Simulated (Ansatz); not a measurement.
C₂H₉AlS, SMILES `C[S+](C)[AlH3-]`. Total charge 0; spin multiplicity 1.

Z-matrix (Å, degrees):
```
C
S 1 1.795
H 1 1.091 2 109.9
H 1 1.090 2 109.8 3 122.5
H 1 1.090 2 106.9 3 -118.7
C 2 1.796 1 100.8 3 -56.8
Al 2 2.440 1 100.1 3 45.5
H 6 1.090 2 109.8 1 -65.8
H 6 1.091 2 109.9 1 56.7
H 6 1.090 2 106.9 1 175.4
H 7 1.608 2 95.9 1 -51.5
H 7 1.599 2 99.2 1 67.4
H 7 1.599 2 99.2 1 -170.5
```

(1) What are the harmonic wavenumbers in cm⁻¹ at PBE0-D4/def2-TZVP (Ansatz, finite differences of forces, unscaled)? (Best estimate.)

(2) Is this a minimum?

(3) Give the ideal-gas thermochemistry at 298.15 K and 1 bar (rigid rotor, harmonic oscillator; point group Cs, symmetry number 1).

(4) And at 400, 500, 600, 800 and 1000 K?

(5) Rotational constants (cm⁻¹)?

## Answers

(1) Computed: 95, 137, 152, 182, 190, 260, 295, 446, 473, 707, 730, 755, 760, 772, 921, 965, 1001, 1060, 1337, 1361, 1451, 1460, 1462, 1470, 1828, 1867, 1871, 3061, 3064, 3159, 3163, 3171, 3171.

(2) Yes, all 33 modes are real.

(3) Zero-point energy 256.0 kJ/mol; H(298) − E = 279.8 kJ/mol; entropy 360.2 J/(mol·K), of which translation 165.3, rotation 111.2, vibration 83.8; G(298) − E = 172.4 kJ/mol. Modes under 100 cm⁻¹ are hindered rotations or soft bends, so the harmonic entropy is rough.

(4) 
```
T (K)  H − E (kJ/mol)  S (J/mol/K)  G − E (kJ/mol)
  400           293.7        400.0           133.7
  500           309.6        435.4            91.9
  600           327.4        467.9            46.7
  800           367.7        525.6           -52.8
 1000           412.6        575.6          -163.0
```

(5) 0.1869, 0.09563, 0.07607.
